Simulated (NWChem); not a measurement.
System: ZnH$_{2}$S; SMILES [ZnH][SH]

NWChem input:

```
start job
memory heap 200 mb stack 900 mb global 1100 mb
geometry units angstroms noautosym nocenter noautoz
  Zn     0.188863    -0.648258     0.000000
  H      0.271779    -2.183418     0.000000
  S      0.088604     1.533684     0.000000
  H     -1.264282     1.530481     0.000000
end
basis spherical
  * library def2-svp
end
dft
  xc hfexch
  iterations 150
end
property
  efieldgrad
end
task dft property
```

Structure relaxed at the PBE0/def2-SVP level.

Vzz is the largest principal value of the second derivative of the potential at the nucleus (NWChem prints the opposite sign); η is the asymmetry. Non-relativistic.

Atoms are numbered as in the input.

Problem. Give the results of this calculation. (Hartree-Fock/def2-SVP.) Quantities: Vzz Zn1 (a.u.); η Zn1; Vzz S3 (a.u.); η S3.

Solution. Vzz Zn1 (a.u.): -2.004
η Zn1: 0.15
Vzz S3 (a.u.): 1.900
η S3: 0.86
